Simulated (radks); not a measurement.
Values are calculated unless marked as measured or tabulated.
The selenium anion Se2-, [Kr], held by a Watson sphere: a shell of charge +2.27 at radius R that stands for the Madelung well of a crystal (potential energy -2.27/R inside, -2.27/r outside, in hartree with lengths in bohr). Code: a radial shooting solver on a logarithmic mesh with Libxc functionals. Model: scalar-relativistic Kohn-Sham, LDA (Slater exchange, Perdew-Wang correlation), spin-unpolarised, spherical densities, point nucleus. Response by self-consistent Sternheimer equations with the Hartree and adiabatic LDA kernel, the relativistic mass of each level held fixed and spin-orbit coupling left out. The sphere does not respond.

R (bohr)	e(3d) (eV)	e(4s) (eV)	e(4p) (eV)	<r> 4p (bohr)	sum of <r^2> (bohr^2)	X-ray form factor at sin(theta)/lambda = 0.1 1/angstrom	alpha (bohr^3)
2.33	-53.874	-20.550	-10.149	2.277	52.41	32.736	28.27
3.14	-52.438	-18.115	-8.257	2.487	60.48	32.397	45.07
3.53	-51.881	-17.208	-7.429	2.574	64.11	32.268	56.03
3.58	-51.812	-17.102	-7.328	2.585	64.57	32.253	57.59
4.01	-51.244	-16.274	-6.518	2.669	68.36	32.138	72.48
4.32	-50.862	-15.758	-5.994	2.724	71.00	32.068	85.05
4.5	-50.652	-15.484	-5.711	2.754	72.50	32.032	93.14
4.71	-50.416	-15.187	-5.400	2.787	74.23	31.994	103.4
